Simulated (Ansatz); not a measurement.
Correlation energies of H₄NO₃Ta, SMILES `[NH]=[Ta]([OH])([OH])[OH]` by basis set

```csv
atom,x (Å),y (Å),z (Å)
N1,0.639,0.023,-1.706
Ta2,-0.042,0.026,-0.075
O3,-1.574,-1.137,-0.071
O4,-0.508,1.838,0.370
O5,1.235,-0.619,1.190
H6,0.961,0.049,-2.658
H7,-2.077,-1.454,0.679
H8,-0.766,2.194,1.220
H9,2.133,-0.921,1.051
```

Charge 0, multiplicity 1. Correlated methods include outer-core shells of Ta, which these sets cover unevenly. Ta: def2 effective core potential. The geometry is a stationary point of PBE0-D4/def2-TZVP. It is one conformer, not always the lowest. Frozen core, restricted reference, Ansatz 0.2.0.

```tsv
basis	HF (Eh)	MP2 corr.	CCSD corr.	(T)	CCSD(T) total
def2-SVP	-337.70032	-1.03523	?	-0.03656	?
def2-TZVPP	?	?	-1.32815	-0.06093	?
def2-QZVPP	-338.10085	?	–	–	–
```

**Question.** Fill in the withheld values. (Estimate.)

**Answer.** The calculation gave: def2-SVP CCSD corr.: -1.02763; def2-SVP CCSD(T) total: -338.76451; def2-TZVPP HF (Eh): -338.08661; def2-TZVPP MP2 corr.: -1.34909; def2-TZVPP CCSD(T) total: -339.47569; def2-QZVPP MP2 corr.: -1.47428.
